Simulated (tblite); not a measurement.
Species: C4H11Si3 (doublet state).
Atom-mapped SMILES: `[CH2:1][C:2]#[C:3][SiH2:4][CH:5]([SiH3:6])[SiH3:7]` (hydrogens: H8, H9 on C1; H10, H11 on Si4; H12 on C5; H13, H14, H15 on Si6; H16, H17, H18 on Si7)

Geometry (GFN2-xTB, Å), atoms numbered from 1 in this order:
```xyz
18
C4H11Si3 angstrom
C      3.743   -0.157   -0.488
C      2.570   -0.322    0.147
C      1.496   -0.474    0.733
Si    -0.135   -0.662    1.547
C     -1.490   -0.003    0.368
Si    -1.632   -1.041   -1.219
Si    -1.293    1.854    0.007
H      4.149   -0.936   -1.109
H      4.300    0.758   -0.390
H     -0.365   -2.085    1.836
H     -0.138    0.108    2.800
H     -2.437   -0.120    0.905
H     -1.873   -2.446   -0.873
H     -2.761   -0.567   -2.027
H     -0.399   -0.942   -2.002
H     -2.400    2.325   -0.833
H     -1.320    2.614    1.263
H     -0.024    2.102   -0.678
```

Computed values, GFN2-xTB/tblite, gas phase, harmonic and unscaled. The method is semi-empirical: single wavenumbers can be off by several per cent or more. Modes of hydrogen on silicon can be 10 to 20 % off. One conformer, not necessarily the lowest. Open shells enter through the occupations alone, without spin polarisation, and single modes of such species can be off by tens of per cent.

Harmonic wavenumbers (cm⁻¹): 28.3, 38.3, 45.6, 119.3, 121.3, 135.3, 148.0, 172.8, 179.2, 273.6, 300.5, 362.1, 469.0, 471.0, 504.2, 516.4, 526.7, 555.8, 575.0, 620.8, 683.8, 715.7, 776.4, 779.2, 782.4, 793.6, 795.1, 804.3, 816.3, 826.1, 842.0, 946.4, 1067.5, 1074.5, 1260.5, 1400.6, 2097.4, 2175.8, 2196.6, 2214.8, 2224.9, 2226.7, 2234.6, 2253.8, 2264.8, 2902.8, 3098.3, 3122.1.

A = 1658, B = 805.6, C = 761.7 MHz; mass 143.017 u (most abundant isotopes); point group Cs, symmetry number 1; spin multiplicity 2.

**Question.** What is the zero-point energy?

**Answer.** ½Σν̃ = 24770 cm⁻¹ = 70.82 kcal/mol.

**Question.** Entropy at 400 K, 1 bar (ideal gas, RRHO, classical rotation)?

**Answer.** Translation 42.27, rotation 31.01, vibration 57.76, spin (R ln 2) 1.38: S = 132.4 cal/(mol K).

**Question.** And Cp and H(400 K) − H(0)?

**Answer.** Cp = 57.81 cal/(mol K), of which vibrations give 49.87 (their classical limit is 48 R = 95.4); H(400 K) − H(0) = 14.35 kcal/mol without the zero-point energy, 11.17 from vibrations.

**Question.** What must be added to the electronic energy to get the Gibbs energy at 400 K and 1 bar?

**Answer.** ZPE + [H(400 K) − H(0)] − T·S = 70.82 + 14.35 − 52.97 = 32.20 kcal/mol.

**Question.** How do the functions run with temperature in this model?

**Answer.** 
| T (K) | S (cal/(mol K)) | Cp (cal/(mol K)) | H − H(0) (kcal/mol) | G − H(0) (kcal/mol) | ln q(vib) |
| --- | --- | --- | --- | --- | --- |
| 100 | 79.2 | 24.1 | 1.64 | -6.28 | 3.57 |
| 200 | 99.8 | 36.9 | 4.68 | -15.27 | 7.63 |
| 300 | 117.1 | 48.8 | 8.99 | -26.13 | 11.41 |
| 500 | 146.1 | 64.6 | 20.48 | -52.56 | 18.43 |
| 800 | 179.7 | 78.2 | 42.08 | -101.66 | 27.60 |
| 1000 | 197.8 | 84.1 | 58.34 | -139.45 | 32.94 |

q(vib) and H(0) count from the zero-point level.

Hindered rotation and anharmonicity are outside this model. Other conformers, if any are populated, would add a mixing term that is left out.
